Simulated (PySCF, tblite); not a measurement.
Calculations on `CC(C)(CF)[SiH2][SiH2]` [radical], in the order of a workflow; each names the level of the geometry that it ran on. Settings lines and outputs come from a driver script.

Species: C₄H₁₂FSi₂ (doublet state).
Bonds: C1–C2, C2–C3, C2–C4, C4–F5, C2–Si6, Si6–Si7. Hydrogens: H8, H9, H10 on C1; H11, H12, H13 on C3; H14, H15 on C4; H16, H17 on Si6; H18, H19 on Si7.

Step 1: GFN2-xTB geometry optimisation, gas phase (tblite 0.8.0) (from a force-field or distance-geometry start)
```json
{"job": {"kind": "relax", "xc": "GFN2-xTB", "basis": "xTB"}, "charge": 0, "multiplicity": 2}
```
```
step      E/eV     max force
  0    -620.04095    1.840
  1    -620.22864    0.918
  2    -620.35946    0.862
...
126    -620.86730    0.017
127    -620.86736    0.019
128    -620.86741    0.015
129    -620.86745    0.010
130    -620.86748    0.009
```

Energy lowered by 19.1 kcal/mol over 130 steps; largest atomic force 0.009 eV/Å at the end. «max force» is the largest atomic force in eV/Å.

Step 2: GFN2-xTB harmonic vibrations, gas phase (tblite 0.8.0) (on the GFN2-xTB geometry)
```json
{"job": {"kind": "ir", "xc": "GFN2-xTB", "basis": "xTB"}, "charge": 0, "multiplicity": 2}
```
```
(table of modes left out)
```

51 modes from 36 to 3036 cm⁻¹ (unscaled, harmonic); zero-point energy 90.1 kcal/mol; all wavenumbers are real at this level.

Step 3: UKS B3LYP, pcH-1 on C F H Si, non-relativistic, mean-field spin-orbit, GIAO (PySCF 2.14.0) (on the GFN2-xTB geometry)
```json
{"job": {"kind": "epr", "basis": "pcH-1"}, "charge": 0, "multiplicity": 2}
```
```
...
E = -838.46900803 Eh   <S^2> = 0.7526 (exact 0.7500)
g shifts (ppm)      1          2          3
  rmc          -119       -119       -119
  gc              4         29         32
  oz_so         -26       2341       4325
  total        -140       2251       4239
hyperfine (MHz)  atom isotope    a_iso     a_fc   dipolar eigenvalues
    0   13C       5.69       5.69     -1.13     -0.82      1.95
    1   13C      -0.83      -0.84     -0.31     -0.23      0.55
    2   13C       0.37       0.37     -0.16     -0.07      0.23
    3   13C       0.14       0.14     -0.32     -0.25      0.57
    4   19F       3.73       3.71     -3.05     -2.14      5.19
    5  29Si      -9.88      -9.89     -6.10      0.95      5.15
    6  29Si    -303.94    -304.91   -177.99     88.12     89.87
    7    1H       2.48       2.48     -4.09     -2.55      6.64
    8    1H      -0.22      -0.22     -1.35     -1.03      2.38
    9    1H       0.90       0.90     -1.06     -0.79      1.85
   10    1H      -0.00      -0.00     -0.73     -0.46      1.19
   11    1H      -0.13      -0.13     -0.70     -0.40      1.10
   12    1H      -0.81      -0.81     -0.49     -0.37      0.86
   13    1H       0.05       0.05     -0.73     -0.61      1.33
   14    1H       0.08       0.08     -2.09     -1.54      3.64
...
```

⟨S²⟩ 0.753; g_iso 2.0044. rmc, gc and oz_so are the mass-correction, gauge-correction and orbital-Zeeman/spin–orbit parts of the g shift along its three principal axes; a_iso is the isotropic hyperfine coupling and a_fc its Fermi-contact part. The log counts atoms from 0, this text from 1.

Which step took the most CPU time, and about what did each take on one thread, Arm Neoverse V1 (aarch64), no GPU, shared host?

Step 3, about 98 % of the total. CPU time by step: 1: 1.1 s, 2: 0.81 s, 3: 2.0 min.

Geometry of the electronic-property runs (GFN2-xTB):
```
atom  x, y, z in Å
C1    -0.4893    0.9145    1.3093
C2    -0.5015   -0.0969    0.1677
C3    -1.5560   -1.1643    0.4470
C4    -0.8686    0.6394   -1.1125
F5    -0.6267   -0.1456   -2.2213
Si6    1.2287   -0.9269   -0.0445
Si7    2.7213    0.7047   -0.5769
H8     0.2727    1.6779    1.1527
H9    -0.2789    0.4114    2.2501
H10   -1.4561    1.4117    1.3995
H11   -1.6469   -1.8426   -0.3989
H12   -1.2879   -1.7473    1.3260
H13   -2.5324   -0.7097    0.6248
H14   -1.9326    0.9027   -1.1493
H15   -0.2639    1.5437   -1.2428
H16    1.5644   -1.4797    1.2832
H17    1.0005   -2.1017   -0.9051
H18    2.4958    1.6399   -1.6838
H19    4.1474    0.3779   -0.6326
```

 (This holds for the electronic-property runs.)

One conformer stands for the species.
